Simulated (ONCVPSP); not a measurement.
Which change was made? (F, ONCV)

| Property | Result |
| --- | --- |
| Element | fluorine |
| Generator | ONCVPSP 4.0.1 |
| Type | optimised norm-conserving Vanderbilt (ONCV) |
| Functional | PBEsol |
| Relativity | scalar-relativistic |
| Frozen core | [He] |
| Valence charge | 7 |
| Reference configuration | 2s2 2p5 |
| Partial waves | 2s: rc 0.60 bohr, ncon 4, nbas 7, qcut 13 1/bohr, 2 projectors, debl 1.8 Ha; 2p: rc 1.60 bohr, ncon 3, nbas 7, qcut 6.9 1/bohr, 3 projectors, debl 2.4 Ha; d scattering state at 0.13 Ha: rc 1.50 bohr, ncon 4, nbas 8, qcut 7.2 1/bohr, 1 projector |
| Local potential | polynomial inside 0.55 bohr (lpopt 5, dvloc0 0 Ha) |
| Core correction | none |

Cutoffs, loose and tight: the cutoffs (Ha) at which the residual kinetic energy of the hardest occupied pseudo-wave falls to 1 and 0.1 mHa per electron. They do not see the model core or the augmentation charge, which bear on the density cutoff. Test errors are all-electron minus pseudo excitation energies from the reference, over the configurations 2s2 2p4; 2s2 2p3; 2s2 2p2; 2s2 2p4.5; variants that change the core or the reference have their own tests.

The base gives: outcome: generated; cutoff, loose: 56 Ha; cutoff, tight: 181 Ha; bound ghosts: s; GHOST(+) flags above zero: p, d; largest test error (meV): +2830.

Q: After one change the result is: outcome: failed: optimize: ERROR ps0norm > uunorm, code will stop. Which change was it?
A. all radii scaled by about 0.87 (s 0.52, p 1.40, d 1.30 bohr); local potential polynomial inside 0.48 bohr (lpopt 5, dvloc0 0 Ha)
B. all radii scaled by about 1.30 (s 0.78, p 2.08, d 1.94 bohr); local potential polynomial inside 0.72 bohr (lpopt 5, dvloc0 0 Ha)
C. all radii scaled by about 1.12 (s 0.68, p 1.78, d 1.68 bohr); local potential polynomial inside 0.62 bohr (lpopt 5, dvloc0 0 Ha)

A: A. The others give: all radii scaled by about 1.12 (s 0.68, p 1.78, d 1.68 bohr); local potential polynomial inside 0.62 bohr (lpopt 5, dvloc0 0 Ha) → outcome: generated; cutoff, loose: 61 Ha; cutoff, tight: 75 Ha; bound ghosts: none; GHOST(+) flags above zero: p; largest test error (meV): +3592 | all radii scaled by about 1.30 (s 0.78, p 2.08, d 1.94 bohr); local potential polynomial inside 0.72 bohr (lpopt 5, dvloc0 0 Ha) → outcome: generated; cutoff, loose: 60 Ha; cutoff, tight: 73 Ha; bound ghosts: none; GHOST(+) flags above zero: p; largest test error (meV): +4925.
